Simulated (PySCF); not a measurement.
# [Gd(NH3)2]3+ at several levels of theory

Computed with PySCF 2.14.0 (density fitting, no spin-orbit coupling) at the geometry relaxed with r2SCAN:

```xyz
9
[Gd(NH3)2]3+ (singlet in the valence; each metal's 4f electrons, 7 of them, lie in its core potential, out of spins and levels)
Gd    1.1768    0.1916    0.0000
N    -0.1853   -0.0263    1.9545
H     0.2424    0.3420    2.8323
H    -1.1074    0.4588    1.9364
H    -0.4492   -0.9971    2.2296
N    -0.1851   -0.0296   -1.9541
H     0.2667   -0.5213   -2.7559
H    -1.0800   -0.5527   -1.8489
H    -0.4989    0.8623   -2.3939
```

| level | basis | state | HOMO (eV) | gap (eV) | charge on Gd1 (e) | population of f-type functions on Gd1 (polarisation alone where 4f lies in the core) | dipole about the centre of mass (D) | largest force component (eV/Å) |
| --- | --- | --- | --- | --- | --- | --- | --- | --- |
| r2SCAN | Gd lcecp-1-SVP with ECP53, N def2-SVP, H def2-SVP | singlet | -24.71 | 6.18 | 2.12 | 0.02 | 3.73 | 0.02 |
| revPBE | the same | singlet | -24.40 | 5.38 | 2.04 | 0.02 | 3.93 | 0.29 |
| B3LYP | the same | singlet | -25.61 | 7.11 | 2.10 | 0.02 | 3.71 | 0.10 |
| PBE0 | the same | singlet | -25.90 | 7.81 | 2.12 | 0.02 | 3.67 | 0.10 |
| r2SCAN | Gd lcecp-1-TZVP with ECP53, N def2-TZVP, H def2-TZVP | singlet | -24.61 | 6.16 | 2.29 | 0.03 | 3.76 | 0.34 |
| PBE0 | Gd def2-SVP with ECP28, N def2-SVP, H def2-SVP | octet | -25.97 | 7.00 | 2.10 | 7.03 | 4.00 | 0.48 |

In the lcecp rows the 4f levels are missing from HOMO and gap, and the state counts the valence alone.

HOMO and gap are taken over both spins. Charges are Mulliken's, which hang on the basis. The relaxation used the grid (50, 194), these runs (75, 302) or, all-electron (x2c bases, spin-free X2C Hamiltonian), (99, 590).

Question: What does BP86 with Gd lcecp-1-SVP with ECP53, N def2-SVP, H def2-SVP give here?

Answer: state singlet, HOMO (eV) -24.53, gap (eV) 5.47, charge on Gd1 (e) 2.04, population of f-type functions on Gd1 (polarisation alone where 4f lies in the core) 0.02, dipole about the centre of mass (D) 3.97, largest force component (eV/Å) 0.34. Time: 5.1 s on 2 threads of AMD EPYC 7B13 (Zen 3), with other jobs on the host, from an already converged density.

In the first row's basis the gap widens with exact exchange: 5.4 to 6.2 eV for revPBE, BP86, r2SCAN (none); 7.1 to 7.8 eV for B3LYP, PBE0 (a fixed share).

No frequency check is given that shows the relaxed geometry to be a minimum. An lcecp potential fixes the number of 4f electrons, so in runs with it no electron can move into or out of that shell.

Rows with open f shells in the valence may stand above their lowest state, and their gaps can end on f levels.
